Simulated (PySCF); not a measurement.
**C₆ coefficients of unlike pairs at PBE0**

Calculated with PySCF 2.14 from the dipole response of each species, C₆(A,B) = (3/π) ∫ α_A(iu) α_B(iu) du, in atomic units, from isotropic polarisabilities. For ions this is the dispersion term alone; charge-induced terms of lower order in 1/R come first.

| species | configuration | basis | relativity | α (bohr³) | C₆ (like pair) |
| --- | --- | --- | --- | --- | --- |
| Mn³⁺ | [Ar] 3d4 (5D) | aug-cc-pVTZ-DK (8s7p5d3f2g) | spin-free X2C | 2.007 | 4.977 |
| V⁺ | [Ar] 3d4 (5D) | aug-cc-pVTZ with one added diffuse shell each of s, p, d, f, g type (9s8p6d4f3g) | none | 16.02 | 60.56 |
| Zn²⁺ | [Ar] 3d10 (1S) | aug-cc-pVDZ-PP with ECP10MDF (5s5p4d2f) | core potential | 2.125 | 4.661 |
| Al⁺ | [Ne] 3s2 (1S) | aug-cc-pV(T+d)Z with one added diffuse shell each of s, p, d, f type (7s6p5d3f) | none | 24.70 | 126.2 |

Estimate C₆ for Al⁺ with V⁺.

The integral gives 84.77. The combination rule 2 C_A C_B / (C_A α_B/α_A + C_B α_A/α_B) gives 87.25 and the geometric mean 87.43.

No spin-orbit coupling is included.

The other pairs:

```tsv
pair	C₆
Zn²⁺, Mn³⁺	4.792
Zn²⁺, V⁺	14.57
V⁺, Mn³⁺	14.86
Al⁺, Mn³⁺	17.82
Al⁺, Zn²⁺	17.81
```
